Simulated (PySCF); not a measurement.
## How methods differ on the excitation energy of Rh

Rh [Kr] 4d8 5s1 (4F) → Rh [Kr] 4d7 5s1 6s1 (6F), as a difference of total energies. Calculation: PySCF 2.14, in aug-cc-pwCVDZ-PP with ECP28MDF (6s6p5d3f, 70 functions); a scalar-relativistic core potential. Correlated levels: valence: 4s2 4p6 frozen. The calculations carry no spin-orbit coupling.

```tsv
method	excitation energy (cm⁻¹)
UHF	42548
MP2 (valence)	55182
SCS-MP2 (valence)	56308
CCSD (valence)	53350
CCSD(T) (valence)	54225
```

The promoted electron is Rydberg-like, and one or two diffuse shells describe it only roughly, which tends to raise the upper state.
